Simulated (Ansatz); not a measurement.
`F[SiH2][Si](Cl)(Cl)Cl`, 8 atoms. Total charge 0; spin multiplicity 1. All runs use 4 threads of an AMD EPYC 7B13 on a shared host. Correlated methods freeze the cores.

(1) Give the basis size and wall time and peak host memory of each of these runs in Ansatz. RKS B3LYP-D4/def2-TZVPP energy and forces; RHF-CCSD(T)/def2-TZVPP energy; RKS LC-ωPBE/def2-TZVPP energy; RKS PBE0-D4/def2-TZVP frequencies; RHF-CCSD(T)/def2-SVP energy; RKS PBE0-D4/def2-QZVPP energy; RHF-MP2/def2-QZVPP energy; RKS PBE-QIDH (frozen core)/def2-TZVPP energy; RKS PBE0-D4/def2-TZVP relaxation (6 steps); RKS PBE0-D4/def2-SVP energy; RKS ωB97M-V/def2-QZVPP energy; RKS B2PLYP (frozen core)/def2-TZVPP energy. (Estimate.)

Answers

(1) Computed: Other jobs shared the machine, so times are rough.

```
                                level                   job  functions  wall time  peak host memory (GiB)
                 RKS PBE0-D4/def2-SVP                energy        114      1.8 s                    0.28
               RKS LC-ωPBE/def2-TZVPP                energy        269      2.9 s                    0.66
                 RHF-CCSD(T)/def2-SVP                energy        114      4.4 s                    0.48
  RKS B2PLYP (frozen core)/def2-TZVPP                energy        269        6 s                     0.8
RKS PBE-QIDH (frozen core)/def2-TZVPP                energy        269      6.5 s                     0.8
              RKS B3LYP-D4/def2-TZVPP     energy and forces        269        7 s                     1.1
               RKS PBE0-D4/def2-QZVPP                energy        467       15 s                     2.6
                   RHF-MP2/def2-QZVPP                energy        467       20 s                     2.7
               RKS ωB97M-V/def2-QZVPP                energy        467       27 s                     2.9
                RKS PBE0-D4/def2-TZVP  relaxation (6 steps)        228       43 s                    0.86
               RHF-CCSD(T)/def2-TZVPP                energy        269    3.2 min                     6.1
                RKS PBE0-D4/def2-TZVP           frequencies        228    3.3 min                    0.87
```

B3LYP here is the variant with VWN-RPA as its local correlation; programs differ in this. LC-ωPBE has ω = 0.4 bohr⁻¹.
